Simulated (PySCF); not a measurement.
## Bonding in `C=C(C)COB(C)OC`

Compound: C6H13BO2.
SMILES with atom numbers: `[CH2:1]=[C:2]([CH3:3])[CH2:4][O:5][B:6]([CH3:7])[O:8][CH3:9]` (hydrogens: H10, H11 on C1; H12, H13, H14 on C3; H15, H16 on C4; H17, H18, H19 on C7; H20, H21, H22 on C9)

Cartesian coordinates in Å at the PBE0-D3(BJ)/def2-SVP level; atoms count from 1:
```
atom  x, y, z in Å
C1    -2.2930   -0.8367    1.2676
C2    -2.2133    0.0273    0.2527
C3    -3.2959    1.0048   -0.0909
C4    -1.0104    0.0943   -0.6451
O5    -0.0243   -0.8377   -0.2926
B6     1.2973   -0.5219   -0.2214
C7     2.3238   -1.6352    0.2076
O8     1.6600    0.7593   -0.5244
C9     2.9842    1.2068   -0.4591
H10   -1.4756   -1.5304    1.4731
H11   -3.1759   -0.8707    1.9114
H12   -2.9310    2.0437   -0.0188
H13   -3.6439    0.8656   -1.1287
H14   -4.1616    0.8992    0.5769
H15   -1.3324   -0.1013   -1.6862
H16   -0.6015    1.1204   -0.6354
H17    3.1134   -1.7689   -0.5502
H18    2.8382   -1.3580    1.1433
H19    1.8261   -2.6017    0.3642
H20    2.9981    2.2867   -0.6666
H21    3.6241    0.7060   -1.2059
H22    3.4293    1.0431    0.5371
```

Bond orders from the PBE0/pcSseg-1 density (PySCF). One conformer (not necessarily the lowest) at the PBE0-D3(BJ)/def2-SVP geometry, without solvent, vibrations or thermal averaging.

Q: Where do the orders between heavy atoms depart from those drawn in the SMILES?

A: The largest departure is 0.174, at O5–B6 (drawn single, 1.174). Drawn single, order above 1.12: O5–B6 (1.174) and B6–O8 (1.133).

Q: Set the Mayer orders of the bonds between heavy atoms beside their lengths.

A: 
```tsv
bond	drawn as	length (Å)	Mayer order
C1–C2	double	1.335	1.982
C2–C3	single	1.499	1.055
C2–C4	single	1.502	0.994
C4–O5	single	1.402	0.881
O5–B6	single	1.361	1.174
B6–C7	single	1.574	1.015
B6–O8	single	1.366	1.133
O8–C9	single	1.399	0.904
```

Bonds between the same two heavy elements. C–C: lowest C2–C4 (0.994, 1.502 Å), highest C1–C2 (1.982, 1.335 Å). C–O: lowest C4–O5 (0.881, 1.402 Å), highest O8–C9 (0.904, 1.399 Å). B–O: lowest B6–O8 (1.133, 1.366 Å), highest O5–B6 (1.174, 1.361 Å).

Q: And the bonds to hydrogen?

A: C–H: 0.93 to 0.97 (13 bonds).

Q: Sum the orders of all bonds at each heavy atom with more than one neighbour and set the sums beside the valence in the SMILES.

A: C1 3.853 (drawn 4), C2 4.031 (drawn 4), C3 3.914 (drawn 4), C4 3.742 (drawn 4), O5 2.055 (drawn 2), B6 3.322 (drawn 3), C7 3.879 (drawn 4), O8 2.037 (drawn 2), C9 3.806 (drawn 4). Orders between atoms that aren't bonded are not in these sums.

For a closed shell the Mayer order of atoms A and B is Σ (PS)μν (PS)νμ over the basis functions μ on A and ν on B, with P the density and S the overlap matrix.
